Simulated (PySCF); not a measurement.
Job file and geometry (Å, from GFN2-xTB) of an NMR shielding run on SMILES C=CP(/C=C/C)CCC, C8H15P, GIAO PBE0/pcSseg-1 NMR shielding, non-relativistic, gas phase in PySCF 2.14.0, density-fitted response routines; density fitting, a coarse starting grid and PySCF grid level 2 are the driver's defaults:

```
$ OMP_NUM_THREADS=1 python probes_run.py task.json out

{"job": {"kind": "nmr", "xc": "PBE0", "basis": "pcSseg-1"}, "charge": 0, "multiplicity": 1}
C      0.976219    -3.077089    -0.397437
C     -0.103033    -2.521619     0.129966
P     -0.152011    -0.893216     0.945674
C      1.152325    -0.067717    -0.018590
C      2.232481     0.456749     0.543285
C      3.338440     1.123779    -0.202058
C     -1.623413    -0.243294    -0.003848
C     -1.845612     1.238869     0.272161
C     -3.063740     1.771905    -0.472571
H      0.960629    -4.068508    -0.822644
H      1.920785    -2.557715    -0.427657
H     -1.038128    -3.068546     0.177440
H      1.011606    -0.032014    -1.095019
H      2.350650     0.406868     1.618434
H      3.136723     1.141266    -1.271005
H      3.466486     2.146638     0.151414
H      4.277497     0.597820    -0.028917
H     -2.498196    -0.818267     0.313779
H     -1.471215    -0.416275    -1.074273
H     -1.975937     1.388753     1.346634
H     -0.956271     1.798305    -0.030437
H     -2.949518     1.624643    -1.544870
H     -3.964553     1.253271    -0.150708
H     -3.193947     2.835159    -0.284267
```

**Question.** What does the program print?

**Answer.** 
```
coarse grid: 19616 points
cycle   1  E = -654.4926115242  dE =  8.296e-01  |g| = 5.009e-01  |ddm| = 4.343e+00
cycle   2  E = -654.4833890112  dE =  9.223e-03  |g| = 5.437e-01  |ddm| = 9.673e-01
cycle   3  E = -654.5604358583  dE = -7.705e-02  |g| = 6.182e-02  |ddm| = 5.412e-01
cycle   4  E = -654.5611289450  dE = -6.931e-04  |g| = 3.718e-02  |ddm| = 1.107e-01
cycle   5  E = -654.5614589134  dE = -3.300e-04  |g| = 9.680e-03  |ddm| = 3.483e-02
cycle   6  E = -654.5614834935  dE = -2.458e-05  |g| = 1.932e-03  |ddm| = 1.312e-02
cycle   7  E = -654.5614842490  dE = -7.554e-07  |g| = 7.334e-04  |ddm| = 2.682e-03
final grid: 182176 points
cycle   8  E = -654.6179069086  dE = -5.377e-05  |g| = 1.022e-02  |ddm| = 4.247e-02
cycle   9  E = -654.6178990428  dE =  7.866e-06  |g| = 1.168e-02  |ddm| = 1.930e-02
cycle  10  E = -654.6179342793  dE = -3.524e-05  |g| = 8.467e-04  |ddm| = 1.100e-02
cycle  11  E = -654.6179344322  dE = -1.529e-07  |g| = 3.581e-04  |ddm| = 1.159e-03
cycle  12  E = -654.6179344624  dE = -3.026e-08  |g| = 1.119e-04  |ddm| = 4.199e-04
cycle  13  E = -654.6179344659  dE = -3.415e-09  |g| = 2.331e-05  |ddm| = 1.615e-04
cycle  14  E = -654.6179344660  dE = -1.282e-10  |g| = 8.438e-06  |ddm| = 3.372e-05
converged SCF energy = -654.6179344660

GIAO shielding tensors (ppm)
atom      isotropic    diamagn.    paramagn.     s11        s22        s33       span
  0 C       60.235     254.830    -194.596    -53.797     63.636    170.865    224.662
  1 C       35.248     265.516    -230.267    -85.587     36.094    155.238    240.824
  2 P      359.021     969.946    -610.924    326.263    359.430    391.371     65.108
  3 C       45.496     265.019    -219.523    -54.732     62.167    129.054    183.786
  4 C       30.151     257.750    -227.599    -98.764     37.902    151.315    250.079
  5 C      162.002     248.302     -86.301    148.712    151.752    185.541     36.829
  6 C      148.560     257.588    -109.028    131.191    145.975    168.514     37.323
  7 C      162.171     248.557     -86.386    152.328    161.639    172.545     20.217
  8 C      167.784     244.857     -77.073    155.364    160.008    187.981     32.617
  9 H       25.846      28.513      -2.667     22.864     24.835     29.839      6.975
 10 H       26.161      33.267      -7.106     22.988     24.380     31.114      8.127
 11 H       25.145      32.585      -7.440     22.242     24.289     28.903      6.660
 12 H       25.918      37.588     -11.670     22.032     25.998     29.724      7.692
 13 H       25.119      34.451      -9.332     22.138     23.388     29.829      7.692
 14 H       29.658      30.580      -0.922     26.087     29.628     33.259      7.173
 15 H       29.634      28.301       1.334     25.987     27.419     35.497      9.511
 16 H       29.619      27.112       2.507     25.925     27.250     35.683      9.758
 17 H       30.218      35.076      -4.858     25.731     30.038     34.884      9.153
 18 H       30.361      36.484      -6.123     26.347     31.256     33.480      7.133
 19 H       30.327      32.414      -2.086     25.158     30.514     35.310     10.153
 20 H       30.402      34.229      -3.827     24.120     31.996     35.089     10.969
 21 H       30.767      29.537       1.230     26.469     29.315     36.517     10.047
 22 H       30.692      28.233       2.459     26.469     28.758     36.849     10.380
 23 H       30.376      27.398       2.979     25.559     27.542     38.028     12.469
```

Size and cost of the density-fitted run: 235 basis functions, 52 s wall time on 1 thread of an Arm Neoverse V2, shared host; peak memory 1 GiB.
